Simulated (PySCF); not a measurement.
BrClSe. Atoms are numbered in the order given.

```xyz
3

Se     0.7651    -0.5725     0.0000
Cl    -0.9190    -1.9544     0.0000
Br    -0.2969     1.5054     0.0000
```

The structure is a stationary point at B3LYP-D3(BJ)/def2-TZVP.

Vertical ionisation energy (IE) and electron affinity (EA) in eV. Rows of orbital energies are one-electron estimates. Where ΔSCF, EOM or ADC give a negative EA the extra electron is unbound and the value depends on the basis.

```tsv
level	IE	EA
−ε(HOMO), −ε(LUMO), HF/def2-TZVPD (PySCF)	9.82	-0.18
ADC(2)/aug-cc-pVDZ (PySCF)	8.68	1.23
```

Question: Beyond the first one, list the lowest photoelectron lines from ADC(2)/aug-cc-pVDZ run with PySCF with their pole strengths (two spins summed). (Estimate from the structure and the level; the computed values follow.)

Answer: 10.75 eV (1.78), 11.07 eV (1.76), 11.27 eV (1.77), 12.36 eV (1.73), 13.26 eV (1.76).
